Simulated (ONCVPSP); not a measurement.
# LDA (Perdew-Wang 92) ONCV dataset for technetium, scalar-relativistic all-electron reference.

```
Element                 : technetium
Generator               : ONCVPSP 4.0.1
Type                    : optimised norm-conserving Vanderbilt (ONCV)
Functional              : LDA (Perdew-Wang 92)
Relativity              : scalar-relativistic
Frozen core             : [Ar] 3d10
Valence charge          : 15
Reference configuration : 4s2 4p6 4d6 5s1
Partial waves           : 4s+5s: rc 2.10 bohr, ncon 5, nbas 8, qcut 5.5 1/bohr, 2 projectors; 4p: rc 1.10 bohr, ncon 5, nbas 10, qcut 6.8 1/bohr, 2 projectors, debl 0.3 Ha; 4d: rc 1.75 bohr, ncon 4, nbas 8, qcut 9.5 1/bohr, 2 projectors, debl 1.1 Ha
Local potential         : polynomial inside 0.85 bohr (lpopt 5, dvloc0 4 Ha)
Core correction         : Teter function, fcfact 3, rcfact 1.4
```

In the p channel the program set the typed energies aside and used -1.564, 0.250 Ha.

All-electron outer shells of the reference configuration (LDA (PZ), scalar-relativistic, ld1.x):

```tsv
shell	level (eV)	outermost node (bohr)	outermost maximum (bohr)
3d	-246.94	–	0.31
4s	-70.41	0.50	0.95
4p	-42.55	0.51	1.03
4d	-4.67	0.50	1.30
5s	-4.43	1.29	2.83
```

Results:

| Item | Value |
| --- | --- |
| Cutoffs needed | 97 Ha and 252 Ha (the cutoffs (Ha) at which the residual kinetic energy of the hardest occupied pseudo-wave falls to 1 and 0.1 mHa per electron) |
| Ghost test | no bound ghost flagged; GHOST(+) flagged for s at 38.9 eV |
| Largest excitation error | -2.6 meV (all-electron minus pseudo) for 4s2 4p6 4d5 5s0, out of 4 test configurations |
| rms error of d²Exc/dni dnj | 4.60 mHa without and 0.78 mHa with the model core |

Generation and tests took about 4.5 s on one core of a shared server CPU.
